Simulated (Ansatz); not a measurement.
A structure relaxed at PBE0-D4/def2-TZVP in Ansatz, charge 0, doublet:

| atom | x (Å) | y (Å) | z (Å) |
| --- | --- | --- | --- |
| P1 | 0.002 | -0.001 | 0.000 |
| As2 | 1.166 | 1.593 | -0.585 |
| As3 | -1.168 | -1.592 | 0.585 |

(1) Give its formula and point group.

(2) Summarise the bond lengths by kind (pairs closer than 1.2 times the sum of covalent radii, bridged metal pairs left out).

Results:

(1) the cluster As₂P. Point group D∞h (tolerance 0.1 Å).

(2) 2 × As–P 2.06 Å.

Another isomer (doublet) lies 1.27 eV lower at PBE0-D4/def2-TZVP; other spin states weren't run for this one.
